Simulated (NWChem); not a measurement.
# Relativistic effects in HF₂Ga

```
Ga
F 1 1.7416
F 1 1.7416 2 112.45
H 1 1.5416 2 123.78 3 180.00
```
Charge 0, spin multiplicity 1.

Everything below was run with NWChem. The geometry was optimised at PBE0/def2-SVP, a minimum by its harmonic frequencies.

Functional PBE0, all-electron basis x2c-SVPall-2c, contracted for the X2C Hamiltonian and used here with ZORA. The ion keeps the geometry and has multiplicity 2 in the scalar run; the spin-orbit run starts from the same electron counts.

The cost column gives rough processor time relative to scalar ZORA; each entry includes its own SCF.

The structure started from a generated list of species. The stability of the SCF solutions was not checked.

| Hamiltonian | ΔSCF ionisation energy (eV) | HOMO (eV) | LUMO (eV) | gap (eV) | relative cost |
|---|---|---|---|---|---|
| scalar ZORA | 12.90 | -10.22 | -1.22 | 9.00 | 1 |
| spin-orbit ZORA | 12.90 | -10.22 | -1.22 | 9.00 | under 3 |

From scalar ZORA to spin-orbit ZORA the ionisation energy hardly moves.
